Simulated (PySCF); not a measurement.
## 31P chemical shifts

Single conformer, relativity neglected, gas phase, rapidly exchanging positions averaged. Shielding tensors at PBE0/pcSseg-1 (GIAO); geometry: GFN2-xTB; PySCF.

Shieldings were converted by a linear fit to measured shifts: 31P (scatter 18.1 ppm rms vs H3PO4, solution or neat liquid). A few per cent of atoms miss by over 2 rms, more outside the fitted compound classes.

**Question.** Give the 31P shifts of `CCn1cpc(C)n1`, `O=[PH](C(F)=C(F)F)C(F)=C(F)F`, `CP(C)CP=C=O`.

**Answer.** 
```json
{"compound": "CCn1cpc(C)n1", "environment": "phosphorus bonded to 2 C, in a 5-membered ring", "δ (ppm)": "104.4"}
{"compound": "O=[PH](C(F)=C(F)F)C(F)=C(F)F", "environment": "phosphorus bonded to 2 C, O, H", "δ (ppm)": "-18.7"}
{"compound": "[CH3:1][P:2]([CH3:3])[CH2:4][P:5]=[C:6]=[O:7]", "environment": "P2: phosphorus bonded to 3 C", "δ (ppm)": "-48.4"}
{"compound": "[CH3:1][P:2]([CH3:3])[CH2:4][P:5]=[C:6]=[O:7]", "environment": "P5: phosphorus bonded to 2 C", "δ (ppm)": "-235.7"}
```

**Question.** Match the shifts 103.2, -20.5, -47.5, -63.3, -233.4 ppm to `C#C[P@H](=S)CCC(F)(F)F`, `Cc1nn(C)c(C)p1`, `CO[C@@H]1C[Si@@](C)(P)O[SiH2]1`, `C=CP(C#CC)C(F)=C(F)F`, `C#CP(C)C(F)=C(F)F`.

**Answer.** 103.2: Cc1nn(C)c(C)p1 (phosphorus bonded to 2 C, in a 5-membered ring); -20.5: C#C[P@H](=S)CCC(F)(F)F (phosphorus bonded to 2 C, S, H); -47.5: C=CP(C#CC)C(F)=C(F)F (phosphorus bonded to 3 C); -63.3: C#CP(C)C(F)=C(F)F (phosphorus bonded to 3 C); -233.4: CO[C@@H]1C[Si@@](C)(P)O[SiH2]1 (phosphorus bonded to Si, 2 H).
